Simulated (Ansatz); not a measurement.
A run for Ansatz (a first-principles code): R-CCSD(T)/def2-SVP on BiH3O2 (SMILES [OH][BiH][OH]), a point of a torsion scan. Elements past Kr take the def2 small-core potentials; no spin–orbit coupling. The run froze 11 orbitals, filled d shells among them.

Ansatz 0.2 input:
```yaml
crystal:
  periodic: [false, false, false]
  atoms:
    - {symbol: O, position_ang: [-1.62940439, -0.33613994, 0.26139155]}
    - {symbol: Bi, position_ang: [0.29153086, 0.12684434, 0.91142266]}
    - {symbol: O, position_ang: [0.83144725, 0.90465046, -0.92901361]}
    - {symbol: H, position_ang: [-1.72827616, -0.07592233, -0.65294909]}
    - {symbol: H, position_ang: [-0.24225176, 1.72690928, 1.50280198]}
    - {symbol: H, position_ang: [0.31205104, 1.67965011, -1.13248723]}
basis:
  gaussian:
    orbitals: def2-SVP
magnetization: {spin_polarized: false}
correlation: {method: ccsd_t, electrons: outside_noble_gas}
scf: {lower_state_search: off}
```

The log:

```
WARN ansatz: RAYON_NUM_THREADS=1 ignored (pool sized by the plan → 1); use --threads N
Functional definition: HF
these checks for a lower state are left out or cut short: stability, starts, cluster_reference, orbital_swaps, neighbouring_geometries, increment
integrals: 0.05 GiB planned
747 factors; integrals over basis functions are off by at most 8.3e-4 eV
mean field: 0.16 GiB planned
mean field evaluation 1: about -9923.9950 eV, gradient 4.8e1 eV
mean field evaluation 2: about -9924.0987 eV, gradient 4.9e1 eV
mean field evaluation 4: about -9928.6610 eV, gradient 2.3e0 eV
mean field evaluation 8: about -9928.7001 eV, gradient 1.6e-1 eV
mean field -9928.70037357 eV, -364.8730088138 hartree, gradient 2.2e-6 eV, S^2 0.000000; 0 other end points of the search recorded, 0 dependent functions left out
11 core orbitals not correlated
reference -9928.70037357 eV, -364.8730088138 hartree; 10, 10 occupied and 48, 48 virtual orbitals, 747 factors
second order -12.96500182 eV of doubles, -0.00000000 eV of singles
coupled cluster: 0.13 GiB planned
cycle   1  -13.00205681 eV  change   -3.7e-2 eV  update   1.0e-1
cycle   2  -13.35722424 eV  change   -3.6e-1 eV  update   3.4e-2
cycle   3  -13.48314404 eV  change   -1.3e-1 eV  update   2.0e-2
cycle   4  -13.47621745 eV  change    6.9e-3 eV  update   5.0e-3
cycle   5  -13.47395636 eV  change    2.3e-3 eV  update   2.4e-3
cycle   6  -13.47480005 eV  change   -8.4e-4 eV  update   8.0e-4
cycle   7  -13.47443406 eV  change    3.7e-4 eV  update   3.2e-4
cycle   8  -13.47429926 eV  change    1.3e-4 eV  update   1.0e-4
cycle   9  -13.47434067 eV  change   -4.1e-5 eV  update   4.6e-5
cycle  10  -13.47435477 eV  change   -1.4e-5 eV  update   1.8e-5
perturbative correction -0.31756942 eV, -0.0116704608 hartree
Total energy: -9942.49229776 eV, -365.3798526793 hartree
Checks for a lower state left out: stability, starts, cluster_reference, orbital_swaps, neighbouring_geometries, increment
```

Self-consistency was reached.

Cost: around 1.8 core-seconds (rough).
